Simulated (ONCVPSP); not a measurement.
Zr (Z = 40): variants of one ONCV potential

Base potential:

Zr, optimised norm-conserving Vanderbilt (ONCV), made with ONCVPSP 4.0.1 (PBEsol, scalar-relativistic). Core [Ar] 3d10, reference 4s2 4p6 4d3 5s1. Waves: 4s+5s: rc 2.20 bohr, ncon 4, nbas 9, qcut 6.9 1/bohr, 3 projectors, debl 1.8 Ha; 4p: rc 1.40 bohr, ncon 4, nbas 8, qcut 5.2 1/bohr, 2 projectors, debl 1.7 Ha; 4d: rc 2.70 bohr, ncon 5, nbas 10, qcut 6.5 1/bohr, 2 projectors, debl 2.4 Ha. Local part: polynomial inside 1.20 bohr (lpopt 5, dvloc0 0 Ha). Core correction: Teter function, fcfact 2.5, rcfact 1.25.

Cutoffs, loose and tight: the cutoffs (Ha) at which the residual kinetic energy of the hardest occupied pseudo-wave falls to 1 and 0.1 mHa per electron. They do not see the model core or the augmentation charge, which bear on the density cutoff. Test errors are all-electron minus pseudo excitation energies from the reference, over the configurations 4s2 4p6 4d2 5s2; 4s2 4p6 4d2 5s1; 4s2 4p6 4d2 5s0; 4s2 4p5 4d2 5s2. A dash means not determined; rows that change the core or the reference have their own tests.

| change | outcome | cutoff, loose | cutoff, tight | bound ghosts | GHOST(+) flags above zero | largest test error (meV) |
| --- | --- | --- | --- | --- | --- | --- |
| base | generated | 55 Ha | 101 Ha | none | s | -2.3 |
| local potential polynomial inside 1.20 bohr (lpopt 5, dvloc0 -2 Ha) | generated | 55 Ha | 101 Ha | none | s | -2.3 |
| local potential polynomial inside 1.20 bohr (lpopt 5, dvloc0 -1 Ha) | generated | 55 Ha | 101 Ha | none | s | -2.3 |
| local potential polynomial inside 1.20 bohr (lpopt 5, dvloc0 0.5 Ha) | generated | 55 Ha | 101 Ha | none | s | -2.3 |
| local potential polynomial inside 1.20 bohr (lpopt 5, dvloc0 1.5 Ha) | generated | 55 Ha | 101 Ha | none | s | -2.3 |
| local potential polynomial inside 1.20 bohr (lpopt 5, dvloc0 2.5 Ha) | generated | 55 Ha | 101 Ha | none | s | -2.4 |
| local potential polynomial inside 1.20 bohr (lpopt 5, dvloc0 4 Ha) | generated | 55 Ha | 101 Ha | none | s | -2.4 |
| local potential polynomial inside 1.20 bohr (lpopt 5, dvloc0 5 Ha) | generated | 55 Ha | 101 Ha | none | s | -2.5 |
| local potential polynomial inside 1.20 bohr (lpopt 5, dvloc0 6.5 Ha) | generated | 55 Ha | 101 Ha | none | none | -2.8 |
| local potential polynomial inside 1.20 bohr (lpopt 5, dvloc0 8 Ha) | generated | 55 Ha | 101 Ha | none | s | -1.8 |
| local potential polynomial inside 1.20 bohr (lpopt 5, dvloc0 9.5 Ha) | generated | 55 Ha | 101 Ha | none | none | -2.1 |

Reading the sweep of the dvloc0 (base included, trends over the rows without a ghost): The loose cutoff stays near 55 Ha. The median size of the test errors (rows with all tests solved) stays near 1.5 meV.
